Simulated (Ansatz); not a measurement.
Total energies of C3H9GaO, SMILES `CC(C)[O][GaH2]`.

Cartesian coordinates in Å:
```
C -0.975 0.797 0.854
C -0.671 -0.439 0.027
C -0.478 -0.105 -1.442
O 0.437 -1.145 0.544
Ga 2.113 -0.547 0.674
H -1.100 0.529 1.905
H -0.161 1.525 0.774
H -1.893 1.283 0.513
H -1.524 -1.126 0.111
H -0.251 -1.010 -2.010
H 0.347 0.603 -1.570
H -1.378 0.349 -1.864
H 2.470 0.896 0.187
H 3.065 -1.610 1.296
```

Total charge 0; spin multiplicity 1. Correlated methods include outer-core shells of Ga, which these sets cover unevenly. Scalar relativity is left out up to krypton. All single points use the PBE0-D4/def2-TZVP geometry. It is one conformer, not always the lowest. Basis def2-TZVPP, Ansatz 0.2.0.

RPA on PBE orbitals: Hartree–Fock energy of these orbitals -2116.96517 Eh, correlation -1.63669 Eh (frozen core).

| functional | kind | energy without D4 (Eh) | D4 term (kJ/mol) |
| --- | --- | --- | --- |
| LDA (SPW92) | LDA | -2115.18833 | – |
| PBE | GGA | -2119.35107 | -29.1 |
| revPBE | GGA | -2119.69132 | -91.5 |
| BLYP | GGA | -2119.87904 | -64.0 |
| r2SCAN | meta-GGA | -2119.77655 | -7.3 |
| B97M-V | meta-GGA with VV10 | -2119.51680 | – |
| PBE0 | global hybrid, 25 % exact exchange | -2119.41430 | -24.6 |
| B3LYP | global hybrid, 20 % | -2119.96016 | -46.6 |
| r2SCANh | meta-GGA hybrid, 10 % | -2119.75673 | -7.8 |
| r2SCAN0 | meta-GGA hybrid, 25 % | -2119.72883 | -8.5 |
| HSE06 (plane-wave form) | screened hybrid | -2119.40244 | -22.9 |
| BHLYP | global hybrid, 50 % | -2119.75759 | -34.7 |
| CAM-B3LYP | range-separated hybrid | -2119.92528 | -24.9 |
| LC-ωPBE | long-range corrected hybrid | -2119.53756 | – |
| ωB97X-V | range-separated hybrid GGA with VV10 | -2119.66678 | – |
| ωB97M-V | range-separated hybrid meta-GGA with VV10 | -2119.69642 | – |
| B2PLYP | double hybrid | -2119.36911 | – |
| PBE-QIDH | double hybrid | -2119.05509 | – |

B3LYP takes the VWN-RPA correlation (the form of Gaussian; ORCA's B3LYP/G). HSE06 is the plane-wave form, built on full-range PBE exchange. The double hybrids freeze the cores in their second-order part.

LC-ωPBE has ω = 0.4 bohr⁻¹.
